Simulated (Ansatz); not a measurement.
Job for Ansatz (a quantum-chemistry and plane-wave program): U-CCSD(T)/def2-TZVPP on H3In (SMILES [InH3]), a point of a bond scan (R = 1.731 Å). Elements past Kr take the def2 small-core potentials; no spin–orbit coupling. The run froze 9 orbitals, filled d shells among them.

Ansatz 0.2 input:
```yaml
crystal:
  periodic: [false, false, false]
  atoms:
    - {symbol: In, position_ang: [-0.00000000, 0.00000000, 0.00000000]}
    - {symbol: H, position_ang: [0.68664860, -0.47437853, 1.51602207]}
    - {symbol: H, position_ang: [-0.39135161, 1.66043977, -0.29090875]}
    - {symbol: H, position_ang: [-0.29529699, -1.18606124, -1.22511332]}
basis:
  gaussian:
    orbitals: def2-TZVPP
correlation: {method: ccsd_t, electrons: outside_noble_gas}
scf: {omitted_lower_state_checks: [cluster_reference]}
magnetization: {spin_polarized: true, initial_magnetization: 0}
```

Program output:

```
WARN ansatz: RAYON_NUM_THREADS=1 ignored (pool sized by the plan → 1); use --threads N
Functional definition: HF
these checks for a lower state are left out or cut short: cluster_reference
integrals: 0.14 GiB planned
713 factors; integrals over basis functions are off by at most 6.9e-4 eV
mean field: 0.19 GiB planned
mean field evaluation 1: about -5194.6257 eV, gradient 6.6e0 eV
mean field evaluation 2: about -5194.6257 eV, gradient 6.6e0 eV
mean field evaluation 4: about -5195.0304 eV, gradient 9.1e-1 eV
mean field evaluation 8: about -5195.0344 eV, gradient 1.4e-4 eV
mean field -5195.03442061 eV, -190.9139936365 hartree, gradient 1.2e-6 eV, S^2 0.000000; 0 other end points of the search recorded, 0 dependent functions left out
9 core orbitals not correlated
reference -5195.03442061 eV, -190.9139936365 hartree; 3, 3 occupied and 80, 80 virtual orbitals, 713 factors
second order -2.36181604 eV of doubles, -0.00000000 eV of singles
coupled cluster: 0.35 GiB planned
cycle   1  -2.77565073 eV  change   -4.1e-1 eV  update   5.3e-2
cycle   2  -2.95896493 eV  change   -1.8e-1 eV  update   1.9e-2
cycle   3  -2.96444782 eV  change   -5.5e-3 eV  update   3.9e-3
cycle   4  -2.96479649 eV  change   -3.5e-4 eV  update   1.2e-3
cycle   5  -2.96448721 eV  change    3.1e-4 eV  update   3.6e-4
cycle   6  -2.96440322 eV  change    8.4e-5 eV  update   7.4e-5
cycle   7  -2.96443106 eV  change   -2.8e-5 eV  update   2.3e-5
cycle   8  -2.96443515 eV  change   -4.1e-6 eV  update   7.0e-6
perturbative correction -0.04155910 eV, -0.0015272689 hartree
Total energy: -5198.04041486 eV, -191.0244618879 hartree
Checks for a lower state left out: cluster_reference
```

The run converged.

Cost: roughly 3.0 core-seconds.
